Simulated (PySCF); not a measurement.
SMILES O([SiH3])c1cccc(O)c1 (C₆H₈O₂Si), GFN2-xTB optimised geometry.

```
17

O     -2.71    -1.87     0.00
C     -2.00    -0.71     0.00
C     -2.69     0.50     0.00
C     -1.99     1.68     0.00
C     -0.60     1.69     0.00
C      0.09     0.49     0.00
O      1.44     0.43     0.00
Si     2.62     1.54     0.00
C     -0.61    -0.71     0.00
H     -2.11    -2.62     0.00
H     -3.77     0.48     0.00
H     -2.52     2.62     0.00
H     -0.05     2.62     0.00
H      3.77     0.65     0.00
H      2.55     2.39    -1.19
H      2.54     2.39     1.20
H     -0.06    -1.64     0.00
```

Density from CAM-B3LYP/def2-SVP run with PySCF at that geometry.

Minimum of the electron density along straight lines between bonded atoms, close to the bond critical point (lines longer than 1.1 times the sum of covalent radii, or with two minima, are not listed):

```json
[
 {"bond": "O1–C2", "length / Å": "1.359", "ρ at the minimum / e bohr⁻³": "0.289", "∇²ρ there / e bohr⁻⁵": "-0.35", "position (fraction from the first atom)": "0.67"},
 {"bond": "C2–C3", "length / Å": "1.392", "ρ at the minimum / e bohr⁻³": "0.314", "∇²ρ there / e bohr⁻⁵": "-0.83", "position (fraction from the first atom)": "0.52"},
 {"bond": "C3–C4", "length / Å": "1.381", "ρ at the minimum / e bohr⁻³": "0.315", "∇²ρ there / e bohr⁻⁵": "-0.81", "position (fraction from the first atom)": "0.50"},
 {"bond": "C4–C5", "length / Å": "1.384", "ρ at the minimum / e bohr⁻³": "0.313", "∇²ρ there / e bohr⁻⁵": "-0.81", "position (fraction from the first atom)": "0.50"},
 {"bond": "C5–C6", "length / Å": "1.388", "ρ at the minimum / e bohr⁻³": "0.315", "∇²ρ there / e bohr⁻⁵": "-0.83", "position (fraction from the first atom)": "0.48"},
 {"bond": "C6–O7", "length / Å": "1.348", "ρ at the minimum / e bohr⁻³": "0.286", "∇²ρ there / e bohr⁻⁵": "-0.18", "position (fraction from the first atom)": "0.33"},
 {"bond": "O7–Si8", "length / Å": "1.626", "ρ at the minimum / e bohr⁻³": "0.126", "∇²ρ there / e bohr⁻⁵": "1.07", "position (fraction from the first atom)": "0.59"},
 {"bond": "C2–C9", "length / Å": "1.387", "ρ at the minimum / e bohr⁻³": "0.315", "∇²ρ there / e bohr⁻⁵": "-0.82", "position (fraction from the first atom)": "0.52"},
 {"bond": "C6–C9", "length / Å": "1.391", "ρ at the minimum / e bohr⁻³": "0.314", "∇²ρ there / e bohr⁻⁵": "-0.82", "position (fraction from the first atom)": "0.51"},
 {"bond": "O1–H10", "length / Å": "0.965", "ρ at the minimum / e bohr⁻³": "0.354", "∇²ρ there / e bohr⁻⁵": "-2.29", "position (fraction from the first atom)": "0.81"},
 {"bond": "C3–H11", "length / Å": "1.077", "ρ at the minimum / e bohr⁻³": "0.283", "∇²ρ there / e bohr⁻⁵": "-1.09", "position (fraction from the first atom)": "0.64"},
 {"bond": "C4–H12", "length / Å": "1.079", "ρ at the minimum / e bohr⁻³": "0.285", "∇²ρ there / e bohr⁻⁵": "-1.10", "position (fraction from the first atom)": "0.64"},
 {"bond": "C5–H13", "length / Å": "1.079", "ρ at the minimum / e bohr⁻³": "0.281", "∇²ρ there / e bohr⁻⁵": "-1.05", "position (fraction from the first atom)": "0.63"},
 {"bond": "Si8–H14", "length / Å": "1.454", "ρ at the minimum / e bohr⁻³": "0.122", "∇²ρ there / e bohr⁻⁵": "0.34", "position (fraction from the first atom)": "0.49"},
 {"bond": "Si8–H15", "length / Å": "1.464", "ρ at the minimum / e bohr⁻³": "0.119", "∇²ρ there / e bohr⁻⁵": "0.32", "position (fraction from the first atom)": "0.49"},
 {"bond": "Si8–H16", "length / Å": "1.464", "ρ at the minimum / e bohr⁻³": "0.119", "∇²ρ there / e bohr⁻⁵": "0.32", "position (fraction from the first atom)": "0.49"},
 {"bond": "C9–H17", "length / Å": "1.081", "ρ at the minimum / e bohr⁻³": "0.279", "∇²ρ there / e bohr⁻⁵": "-1.04", "position (fraction from the first atom)": "0.63"}
]
```
